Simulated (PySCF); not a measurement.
S: excitation energy

S [Ne] 3s2 3p4 (3P) → S [Ne] 3s2 3p3 3d1 (5D), as a difference of total energies. All numbers are calculated (PySCF 2.14, scalar relativity by spin-free X2C-1e, in x2c-QZVPPall with one added diffuse shell each of s, p, d, f type (10s7p5d3f1g, 86 functions)). Correlated levels: valence: [Ne] frozen. The calculations carry no spin-orbit coupling.

```json
{"method": "UHF", "excitation energy (eV)": "8.266"}
{"method": "MP2 (valence)", "excitation energy (eV)": "8.860"}
{"method": "SCS-MP2 (valence)", "excitation energy (eV)": "9.082"}
{"method": "CCSD (valence)", "excitation energy (eV)": "8.961"}
{"method": "CCSD(T) (valence)", "excitation energy (eV)": "8.990"}
```

Task: How much does correlation contribute at CCSD(T) (valence)?

Result: 8.990 − (8.266) = 0.724 eV, measured against UHF.

Errors of the correlated levels include the incompleteness of this basis and the frozen core.

The promoted electron is Rydberg-like, and one or two diffuse shells describe it only roughly, which tends to raise the upper state.

For comparison: 8.392 eV (measured; NIST levels, between the centres of gravity of the two terms).
